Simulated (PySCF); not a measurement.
# [ErI2]+ at several levels of theory

Computed with PySCF 2.14.0 (density fitting, no spin-orbit coupling) at the geometry relaxed with PBE0:

```xyz
3
[ErI2]+ (singlet in the valence; each metal's 4f electrons, 11 of them, lie in its core potential, out of spins and levels)
Er    0.0000    0.0000   -0.9339
I     2.2441    0.0000    0.5779
I    -2.2441    0.0000    0.5779
```

```tsv
level	basis	state	HOMO (eV)	gap (eV)	charge on Er1 (e)	population of f-type functions on Er1 (polarisation alone where 4f lies in the core)	dipole about the centre of mass (D)	largest force component (eV/Å)
PBE0	Er lcecp-1-SVP with ECP57, I def2-SVP with ECP28	singlet	-12.00	4.17	1.08	0.02	7.01	0.01
CAM-B3LYP	the same	singlet	-13.12	5.99	1.06	0.02	7.26	0.10
PBE0	Er lcecp-1-TZVP with ECP57, I def2-TZVP with ECP28	singlet	-11.93	4.23	1.36	0.02	6.77	0.05
```

In the lcecp rows the 4f levels are missing from HOMO and gap, and the state counts the valence alone.

Charges are Mulliken's, which hang on the basis. The relaxation used the grid (50, 194), these runs (75, 302) or, all-electron (x2c bases, spin-free X2C Hamiltonian), (99, 590).

What does wB97X with Er lcecp-1-SVP with ECP57, I def2-SVP with ECP28 give here?

state singlet, HOMO (eV) -14.04, gap (eV) 8.13, charge on Er1 (e) 1.08, population of f-type functions on Er1 (polarisation alone where 4f lies in the core) 0.02, dipole about the centre of mass (D) 7.51, largest force component (eV/Å) 0.08. Time: 4.6 s on 2 threads of Intel(R) Xeon(R) 6975P-C (Granite Rapids), on a shared host, from an already converged density.

In the first row's basis the gap widens with exact exchange: 4.2 eV for PBE0 (a fixed share); 6.0 to 8.1 eV for CAM-B3LYP, wB97X (rising or full at long range).

An lcecp potential fixes the number of 4f electrons, so in runs with it no electron can move into or out of that shell.
